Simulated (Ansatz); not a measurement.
Species: C3H3O (charge -1, singlet). It need not be the lowest isomer of its formula. Whether it binds its extra electron was not tested at this geometry. 
Geometry from a B3LYP-D3(BJ)/def2-TZVP (Ansatz, an electronic-structure program) optimisation:
```xyz
7

C      1.8981    -0.0070    -0.1338
C      0.7170    -0.1885     0.0609
C     -0.7759    -0.3447     0.2631
O     -1.5151     0.6178    -0.2604
H      2.9252     0.1822    -0.3218
H     -0.8651    -0.4887     1.3873
H     -0.9749    -1.3950    -0.1240
```
Charge -1, spin multiplicity 1.

Basis-set convergence of Hartree-Fock and CCSD(T) correlation energies (hartree) with Ansatz. Correlated levels leave the core frozen unless marked. Spin-orbit coupling is left out. No relativistic terms. This anion needs diffuse functions, which these sets lack.

| basis | functions | E(HF) | E(corr, CCSD(T)) | rough core time |
|---|---|---|---|---|
| cc-pVDZ | - | -190.09312 | -0.62742 | under 20 s |
| cc-pVTZ | 162 | -190.16022 | -0.77248 | 30 s |
| cc-pVQZ | 310 | (withheld) | (withheld) | 4 min |

Q: Fill in the missing entries.

A: 
- cc-pVQZ, E(HF): -190.17841
- cc-pVQZ, E(corr, CCSD(T)): -0.82019
